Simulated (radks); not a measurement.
Spherical quantum dot in the effective-mass picture: electrons in a hard-walled sphere of radius 6.95, with a point charge +1 (a donor) at the centre, all in effective atomic units (hartree* = m*/eps^2 hartree, bohr* = eps/m* bohr), one dielectric constant everywhere. Method: non-relativistic Kohn-Sham, PBEsol, spin-polarised, spherical densities; computed with a radial shooting solver with Libxc functionals. Levels are named by radial order and angular momentum (1s, 1p, 1d, 2s, ...), and open shells are averaged over m. Results are scaled to m* = 0.507 and eps = 4.1, for which hartree* = 820.7 meV and bohr* = 0.4279 nm.

N = 19, configuration 1s2 1p6 1d10 2s(up 1, down 0). This is the lowest configuration that the search found. Occupied levels:

level    occupation  eigenvalue (meV)  <r> (nm)
1s up             1            2647.1     1.967
1s down           1            2654.0     2.096
1p up             3            2692.9     2.157
1p down           3            2693.6     2.161
1d up             5            2763.5     2.209
1d down           5            2763.8     2.209
2s up             1            2785.1    0.8807

Energy (meV): total 25625.0, kinetic 5795.2, external -3804.2, Hartree 27379, exchange-correlation -3744.7.

Electron density:

r (nm)  n(r) (e/nm^3)
0.234           1.320
0.456          0.4726
0.678          0.1815
0.900         0.08782
1.12          0.07083
1.34          0.09248
1.57           0.1446
1.79           0.2190
2.01           0.2925
2.23           0.3198
2.45           0.2542
2.68           0.1113
2.90         0.007951
